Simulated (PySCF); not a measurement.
[Sc(F)3] (charge 0, multiplicity 1)

Calculation: TPSSh-D3(BJ)/def2-TZVP // BP86-D3(BJ)/def2-SVP run with PySCF.

```yaml
HOMO: -10.08 eV
dipole_moment: 0.07 D
LUMO: -2.93 eV
HOMO–LUMO gap: 7.15 eV
charge on the central atom (Mulliken): 1.49 e
charge on the central atom (meta-Löwdin): 1.54 e
total_energy: -1060.6403 Ha
cost: around 80 core-seconds (rough)
```

```xyz
4

Sc    -0.0393     0.0327    -0.0414
F     -0.5711     1.7485    -0.4045
F      0.8178    -0.3464     1.5328
F     -0.3875    -1.3065    -1.2425
```
Charge 0, spin multiplicity 1.
